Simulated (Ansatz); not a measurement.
Basis sets compared for the cluster K₃S₂. The state is a doublet with charge 0. Geometry r2SCAN-D4/def2-SVP. Ansatz on 4 threads of Arm Neoverse V1 on a shared host; times are rough, and most runs start from earlier orbitals.

```xyz
5

K     2.5642   -0.2553    1.4505
K    -1.3757    2.1831   -0.6771
K    -1.5949   -1.8883   -1.0039
S    -0.3474   -0.0649    1.0810
S     0.7537    0.0254   -0.8506
```

Another isomer (doublet) lies 0.09 eV lower at PBE0-D4/def2-TZVP; other spin states weren't run for this one.

Binding counts from free atoms (K doublet, S triplet) in the same basis, without a counterpoise term.

```csv
level,functions,energy (Eh),HOMO (eV),LUMO (eV),binding per atom (eV),wall time
PBE-D4/def2-SVP,108,-2594.8139,-1.88,-1.58,2.04,4.1 s
PBE0-D4/def2-SVP,108,-2595.0244,-2.06,-1.21,1.98,5.5 s
```

Q: Estimate the rows for PBE-D4/def2-TZVP (with forces), PBE0-D4/def2-TZVP.

A: 
```csv
level,functions,energy (Eh),HOMO (eV),LUMO (eV),binding per atom (eV),wall time
PBE-D4/def2-TZVP (with forces),173,-2595.3229,-1.87,-1.54,2.03,6.5 s
PBE0-D4/def2-TZVP,173,-2595.5259,-2.07,-1.17,1.97,11 s
```
